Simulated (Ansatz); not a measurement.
Geometry optimisation, RKS B3LYP-D4/def2-SVP (Ansatz).

Input file:

```yaml
crystal:
  periodic: [false, false, false]
  atoms:
    - { symbol: O, position_ang: [0.2881, 0.1121, 1.5296] }
    - { symbol: C, position_ang: [0.5726, -0.0868, 0.1784] }
    - { symbol: F, position_ang: [1.3402, -1.2091, 0.0967] }
    - { symbol: B, position_ang: [-0.6683, -0.3243, -0.6797] }
    - { symbol: Cl, position_ang: [-1.15, 0.7531, -2.1197] }
    - { symbol: H, position_ang: [-0.0318, 1.1265, 1.578] }
    - { symbol: H, position_ang: [1.1712, 0.7774, -0.2393] }
    - { symbol: H, position_ang: [-1.4299, -1.206, -0.3999] }
basis:
  gaussian: { orbitals: def2-SVP }
hamiltonian:
  xc: b3lyp
  dispersion: d4
relax:
  f_tol: 0.015
  max_steps: 40
output:
  orbitals: {}
```

Run as:

```bash
$ ansatz run input.yaml --threads 1 --pin off --max-ram 2048MiB --backend cpu --events-out ev --progress --plain --runs-dir out
```

Task: Where does it end, and by what steps?

Result: It converged. The force dipped under the threshold on the way, but the program's further checks kept it going. After 24 steps the energy has fallen by 0.665 eV; H6 moved furthest, 0.88 Å.

```tsv
step	energy less start (eV)	largest force component (eV/Å)	accepted
0	0.0000	3.567	yes
1	-0.3785	1.673	yes
2	-0.4535	0.720	yes
3	-0.4863	0.348	yes
4	-0.5114	0.793	yes
5	-0.5837	0.340	yes
6	-0.6201	0.518	yes
7	-0.5406	2.323	no
8	-0.6424	0.274	yes
9	-0.6505	0.516	yes
10	-0.6506	0.660	yes
11	-0.6572	0.523	yes
12	-0.6545	0.350	no
13	-0.6617	0.117	yes
14	-0.6635	0.042	yes
15	-0.6639	0.032	yes
16	-0.6640	0.039	yes
17	-0.6640	0.054	no
18	-0.6643	0.025	yes
19	-0.6643	0.074	yes
20	-0.6645	0.039	yes
21	-0.6646	0.016	yes
22	-0.6647	0.012	yes
23	-0.6647	0.012	yes
24	-0.6647	0.014	yes
```

```xyz
8
Properties=species:S:1:pos:R:3
O -0.041 0.327 1.420
C 0.446 0.091 0.153
F 1.313 -1.017 0.144
B -0.774 -0.342 -0.770
Cl -1.049 0.452 -2.303
H 0.649 0.729 1.966
H 1.047 0.938 -0.230
H -1.499 -1.235 -0.435
```

Whether the end is a true minimum wasn't checked by a vibrational analysis.

Run time: 110 s on 1 thread of Arm Neoverse V2, with other jobs on the host, peak memory 0.17 GiB.
